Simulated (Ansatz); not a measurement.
Consider the ligand exchange at the Si–Br bond: `C[Si](O)(O)Br` + H–F → `C[Si](O)(O)F` + HBr.

Gas-phase electronic energies from Ansatz, PBE0-D4/def2-TZVP geometries. CBS: MP2 limit from def2 TZ/QZ plus the TZ coupled-cluster correction, frozen cores. This one scheme is used for every species. DFT in def2-TZVPP. For Br outer-core shells are correlated without core-valence functions, which leaves a few kJ/mol of doubt a bond. Scalar relativity is left out up to krypton. Each species was taken in one conformer, which may not be the lowest.

`C[Si](O)(O)Br`:

Cartesian coordinates in Å:
```
C 1.346 0.404 0.234
Si -0.413 -0.086 0.012
O -0.809 -0.457 -1.531
O -0.682 -1.378 0.965
Br -1.748 1.617 0.607
H 1.577 1.295 -0.353
H 1.998 -0.410 -0.095
H 1.557 0.615 1.284
H -1.285 0.204 -2.036
H -1.540 -1.803 0.913
```

H–F:

Cartesian coordinates in Å:
```
F 0.240 0.064 -0.387
H -0.240 -0.064 0.387
```

`C[Si](O)(O)F`:

```xyz
10

C    -1.278    0.453    0.323
Si    0.435   -0.169    0.075
O     0.369   -1.778   -0.143
O     1.226    0.483   -1.199
F     1.295    0.190    1.377
H    -1.754   -0.060    1.162
H    -1.880    0.278   -0.571
H    -1.278    1.524    0.534
H     1.144   -2.213   -0.502
H     1.721    1.291   -1.055
```

HBr:

```xyz
2

Br    0.006    0.665   -0.249
H    -0.006   -0.665    0.249
```

| species | ωB97X-V energy (Eh) |
| --- | --- |
| `C[Si](O)(O)Br` | -3055.14369 |
| H–F | -100.45411 |
| `C[Si](O)(O)F` | -581.09800 |
| HBr | -2574.52140 |

Q: Work out ΔE.

A: ΔE = (-581.09800) + (-2574.52140) − (-3055.14369) − (-100.45411) = -0.02160 Eh = -0.59 eV. CCSD(T)/CBS gives -0.53 eV.

Largest T1 diagnostic among the species: 0.011.

At CCSD(T), def2-SVP lies −0.12 eV from the extrapolated value and def2-TZVPP −0.07 eV. The D4 term adds +0.09 eV with B3LYP and +0.05 eV with PBE0; it sums over pairs of atoms, weighted by their polarisabilities, and B3LYP, whose exchange is more repulsive, gets the larger term. In def2-TZVPP, CCSD(T) changes the Hartree–Fock value by +0.16 eV (the triples alone add +0.04 eV) and MP2 by +0.24 eV.

B3LYP here is the variant with VWN-RPA as its local correlation; programs differ in this.
